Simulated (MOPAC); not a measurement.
Input for MOPAC: AM1 on C3H10O (a complex), monomers drawn apart or pushed together.

```
AM1 1SCF PRECISE CHARGE=0 THREADS=1
C3H10O

C      0.10011535 1     0.04827125 1    -0.37655289 1
H      1.14705982 1     0.28507369 1    -0.56453862 1
H     -0.50866659 1     0.43419237 1    -1.19349579 1
H     -0.01936544 1    -1.03351848 1    -0.31961153 1
H     -0.21394075 1     0.50107125 1     0.56259293 1
C      1.08815536 1     0.22723222 1     3.64826498 1
O     -0.29667171 1     0.45247616 1     3.50347021 1
C     -1.05160161 1    -0.73156765 1     3.63435177 1
H      1.46332475 1    -0.46385704 1     2.88234584 1
H      1.32413172 1    -0.18692819 1     4.63734141 1
H      1.58846260 1     1.18780525 1     3.53566674 1
H     -0.77394870 1    -1.46976567 1     2.87079522 1
H     -2.09999669 1    -0.46601293 1     3.50730008 1
H     -0.91367197 1    -1.18599712 1     4.62430118 1
```

Program output:

```
*******************************************************************************
 **                                                                           **
 **                              MOPAC v23.2.5                                **
 **                                                                           **
 *******************************************************************************
 ** MOPAC's Digital Object Identifier: https://doi.org/10.5281/zenodo.6511958 **
 **                                                                           **
 ** Please cite the open-source release paper for use of this MOPAC version:  **
 ** J. E. Moussa and J. J. P. Stewart (2026)                                  **
 ** MOPAC: An open-source semiempirical molecular orbital program             **
 ** J. Open Source Softw., 11(119), 8025, https://doi.org/10.21105/joss.08025 **
 *******************************************************************************

                              AM1 CALCULATION RESULTS

 *******************************************************************************
 *  AM1        - The AM1 Hamiltonian to be used
 *
 *
 *
 *                 CHARGE ON SYSTEM = 0
 *
 *
 *
 *  PRECISE    - TIGHTER CRITERIA TO BE USED
 *  1SCF       - DO 1 SCF AND THEN STOP
 *  THREADS=1  - MULTI-THREADING NOT USED
 *  T=         - A TIME OF 172800.0 SECONDS REQUESTED
 *  DUMP=N     - RESTART FILE WRITTEN EVERY 7200.0 SECONDS REQUESTED
 *******************************************************************************
AM1 1SCF PRECISE CHARGE=0 THREADS=1
 C3H10O

   ATOM   CHEMICAL          X               Y               Z
  NUMBER   SYMBOL      (ANGSTROMS)     (ANGSTROMS)     (ANGSTROMS)

     1       C          0.10011535  *   0.04827125  *  -0.37655289  *
     2       H          1.14705982  *   0.28507369  *  -0.56453862  *
     3       H         -0.50866659  *   0.43419237  *  -1.19349579  *
     4       H         -0.01936544  *  -1.03351848  *  -0.31961153  *
     5       H         -0.21394075  *   0.50107125  *   0.56259293  *
     6       C          1.08815536  *   0.22723222  *   3.64826498  *
     7       O         -0.29667171  *   0.45247616  *   3.50347021  *
     8       C         -1.05160161  *  -0.73156765  *   3.63435177  *
     9       H          1.46332475  *  -0.46385704  *   2.88234584  *
    10       H          1.32413172  *  -0.18692819  *   4.63734141  *
    11       H          1.58846260  *   1.18780525  *   3.53566674  *
    12       H         -0.77394870  *  -1.46976567  *   2.87079522  *
    13       H         -2.09999669  *  -0.46601293  *   3.50730008  *
    14       H         -0.91367197  *  -1.18599712  *   4.62430118  *



          CARTESIAN COORDINATES

    NO.       ATOM           X           Y           Z

     1         C          0.1001      0.0483     -0.3766
     2         H          1.1471      0.2851     -0.5645
     3         H         -0.5087      0.4342     -1.1935
     4         H         -0.0194     -1.0335     -0.3196
     5         H         -0.2139      0.5011      0.5626
     6         C          1.0882      0.2272      3.6483
     7         O         -0.2967      0.4525      3.5035
     8         C         -1.0516     -0.7316      3.6344
     9         H          1.4633     -0.4639      2.8823
    10         H          1.3241     -0.1869      4.6373
    11         H          1.5885      1.1878      3.5357
    12         H         -0.7739     -1.4698      2.8708
    13         H         -2.1000     -0.4660      3.5073
    14         H         -0.9137     -1.1860      4.6243

  H: (AM1): M.J.S. DEWAR ET AL, J. AM. CHEM. SOC. 107 3902-3909 (1985)
  C: (AM1): M.J.S. DEWAR ET AL, J. AM. CHEM. SOC. 107 3902-3909 (1985)
  O: (AM1): M.J.S. DEWAR ET AL, J. AM. CHEM. SOC. 107 3902-3909 (1985)

           Empirical Formula: C3 H10 O  =    14 atoms



      MOLECULAR POINT GROUP   :   C1


      RHF CALCULATION, NO. OF DOUBLY OCCUPIED LEVELS = 14


 -------------------------------------------------------------------------------
 AM1 1SCF PRECISE CHARGE=0 THREADS=1
 C3H10O



     1SCF WAS SPECIFIED, SO BFGS WAS NOT USED
     SCF FIELD WAS ACHIEVED


                              AM1 CALCULATION
                                                       MOPAC v23.2.5 Linux




          FINAL HEAT OF FORMATION =        -59.06522 KCAL/MOL =    -247.12886 KJ/MOL


          COSMO AREA              =        132.48 SQUARE ANGSTROMS
          COSMO VOLUME            =        115.44 CUBIC ANGSTROMS

          IONIZATION POTENTIAL    =         10.655306 EV
          HOMO LUMO ENERGIES (EV) =        -10.655  3.191
          NO. OF FILLED LEVELS    =         14
          MOLECULAR WEIGHT        =         62.1114         POINT GROUP:  C1

          MOLECULAR DIMENSIONS (Angstroms)

            Atom       Atom       Distance
            H    10    H     3     6.14358
            H    13    H     2     4.34232
            H    11    H     4     2.57676


          SCF CALCULATIONS        =          1





   ATOM   CHEMICAL          X               Y               Z
  NUMBER   SYMBOL      (ANGSTROMS)     (ANGSTROMS)     (ANGSTROMS)

     1       C          0.10011535  *   0.04827125  *  -0.37655289  *
     2       H          1.14705982  *   0.28507369  *  -0.56453862  *
     3       H         -0.50866659  *   0.43419237  *  -1.19349579  *
     4       H         -0.01936544  *  -1.03351848  *  -0.31961153  *
     5       H         -0.21394075  *   0.50107125  *   0.56259293  *
     6       C          1.08815536  *   0.22723222  *   3.64826498  *
     7       O         -0.29667171  *   0.45247616  *   3.50347021  *
     8       C         -1.05160161  *  -0.73156765  *   3.63435177  *
     9       H          1.46332475  *  -0.46385704  *   2.88234584  *
    10       H          1.32413172  *  -0.18692819  *   4.63734141  *
    11       H          1.58846260  *   1.18780525  *   3.53566674  *
    12       H         -0.77394870  *  -1.46976567  *   2.87079522  *
    13       H         -2.09999669  *  -0.46601293  *   3.50730008  *
    14       H         -0.91367197  *  -1.18599712  *   4.62430118  *

                             CARTESIAN COORDINATES

   1    C        0.100115350     0.048271250    -0.376552890
   2    H        1.147059820     0.285073690    -0.564538620
   3    H       -0.508666590     0.434192370    -1.193495790
   4    H       -0.019365440    -1.033518480    -0.319611530
   5    H       -0.213940750     0.501071250     0.562592930
   6    C        1.088155360     0.227232220     3.648264980
   7    O       -0.296671710     0.452476160     3.503470210
   8    C       -1.051601610    -0.731567650     3.634351770
   9    H        1.463324750    -0.463857040     2.882345840
  10    H        1.324131720    -0.186928190     4.637341410
  11    H        1.588462600     1.187805250     3.535666740
  12    H       -0.773948700    -1.469765670     2.870795220
  13    H       -2.099996690    -0.466012930     3.507300080
  14    H       -0.913671970    -1.185997120     4.624301180


           Empirical Formula: C3 H10 O  =    14 atoms



      MOLECULAR POINT GROUP   :   C1


                  EIGENVALUES
 -38.97685 -29.21898 -29.01273 -26.18155 -17.24656 -16.68632 -16.49878 -13.39328
 -13.33079 -13.30831 -13.28176 -12.86580 -12.36078 -10.65531   3.19115   4.13355
   4.23578   4.39936   4.43992   4.70633   4.76490   4.81402   4.82939   4.90877
   5.48671   6.24806


              NET ATOMIC CHARGES AND DIPOLE CONTRIBUTIONS

  ATOM NO.   TYPE          CHARGE      No. of ELECS.   s-Pop       p-Pop
    1          C          -0.265581        4.2656     1.21792     3.04767
    2          H           0.062863        0.9371     0.93714
    3          H           0.064908        0.9351     0.93509
    4          H           0.061019        0.9390     0.93898
    5          H           0.076714        0.9233     0.92329
    6          C          -0.070181        4.0702     1.22593     2.84425
    7          O          -0.267541        6.2675     1.87516     4.39238
    8          C          -0.070044        4.0700     1.22588     2.84416
    9          H           0.054556        0.9454     0.94544
   10          H           0.054149        0.9459     0.94585
   11          H           0.095389        0.9046     0.90461
   12          H           0.054210        0.9458     0.94579
   13          H           0.095425        0.9046     0.90457
   14          H           0.054114        0.9459     0.94589
 DIPOLE           X         Y         Z       TOTAL
 POINT-CHG.     0.398    -0.901     0.235     1.012
 HYBRID         0.168    -0.372     0.056     0.412
 SUM            0.566    -1.273     0.291     1.423


          ATOMIC ORBITAL ELECTRON POPULATIONS

     Atom    s        px        py        pz
    1  C   1.21792   1.01368   1.01241   1.02157
    2  H   0.93714
    3  H   0.93509
    4  H   0.93898
    5  H   0.92329
    6  C   1.22593   0.83052   1.01851   0.99522
    7  O   1.87516   1.16718   1.29871   1.92649
    8  C   1.22588   0.96538   0.88320   0.99558
    9  H   0.94544
   10  H   0.94585
   11  H   0.90461
   12  H   0.94579
   13  H   0.90457
   14  H   0.94589

 **********************
 *                    *
 * JOB ENDED NORMALLY *
 *                    *
 **********************




 == MOPAC DONE ==
```

The run finished.

Cost: very roughly 0.03 core-seconds.
